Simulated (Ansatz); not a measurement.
SeO: state-averaged CASSCF

Computed with Ansatz's Gaussian-basis code (development build). State-averaged CASSCF with equal weights; occupations are averaged over the states; levels count from the state that is lowest in CASSCF. CASSCF levels without dynamic correlation can be off by over 1 eV. Solutions may break the symmetry of the shape. Lower solutions, or ones in other orbitals, may exist. The average may hold one member of a degenerate pair alone.

Geometry: bond length 1.8952 Å.

Basis cc-pVTZ, nonrelativistic, 10 orbitals frozen in the corrections; active space CAS(4,4). Averaged: 1 singlet, 1 triplet, 1 quintet.

**Question.** Give the levels in order, with their spins.

**Answer.** 

| state | CASSCF (eV) |
| --- | --- |
| singlet | 0.000 |
| triplet | 0.104 |
| quintet | 2.672 |

Occupations: 1.47, 1.33, 0.86, 0.34.

Same geometry.

Basis cc-pVTZ, nonrelativistic, 10 orbitals frozen in the corrections; active space CAS(4,4). Averaged: 3 triplets.

**Question.** Give the levels in order.

**Answer.** 

```csv
state,CASSCF (eV)
triplet,0.000
triplet,0.847
triplet,2.373
```

Occupations: 1.46, 1.33, 0.87, 0.34.

Same geometry.

Basis cc-pVTZ, nonrelativistic, 10 orbitals frozen in the corrections; active space CAS(4,4). Averaged: 1 triplet, 1 quintet.

**Question.** Give the levels in order, with their spins.

**Answer.** 

```
  state  CASSCF (eV)
triplet        0.000
quintet        2.502
```

Occupations: 1.50, 1.00, 1.00, 0.50.
